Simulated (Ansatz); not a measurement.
CH7BN2, relaxed with RKS PBE0-D4/def2-TZVP in the Gaussian-basis code of Ansatz from a PBE-D4/def2-SVP geometry. The force threshold is 0.005 eV/Å; the program also tests the step.

Charge 0, multiplicity 1. The bonds changed during the relaxation, so this is another structure than the one it started from.

Start:

```xyz
11

B     0.549    0.099   -1.121
C     0.162    0.376    0.388
N    -0.979    0.090   -0.609
N     0.274   -0.628    1.385
H     0.955   -1.018   -1.406
H     0.809    1.039   -1.851
H     0.065    1.420    0.744
H    -1.433   -0.808   -0.411
H    -1.642    0.842   -0.824
H     0.058   -0.317    2.336
H     1.183   -1.096    1.370
```

```tsv
step	energy (eV)	largest force (eV/Å)	largest move (Å)
1	-4803.2682	0.673	0.000
2	-4803.3095	0.295	0.025
3	-4803.3144	0.109	0.012
4	-4803.3148	0.036	0.004
5	-4803.3149	0.013	0.002
6	-4803.3149	0.008	0.002
7	-4803.3149	0.002	0.001
```

End:

```xyz
11

B     0.547    0.099   -1.115
C     0.162    0.376    0.377
N    -0.969    0.086   -0.598
N     0.273   -0.623    1.374
H     0.948   -0.998   -1.393
H     0.790    1.026   -1.836
H     0.070    1.399    0.734
H    -1.419   -0.797   -0.402
H    -1.614    0.832   -0.811
H     0.044   -0.316    2.307
H     1.169   -1.084    1.362
```

Run time 27 s (2 threads of an Arm Neoverse V1 on a shared host); peak host memory 0.32 GiB.
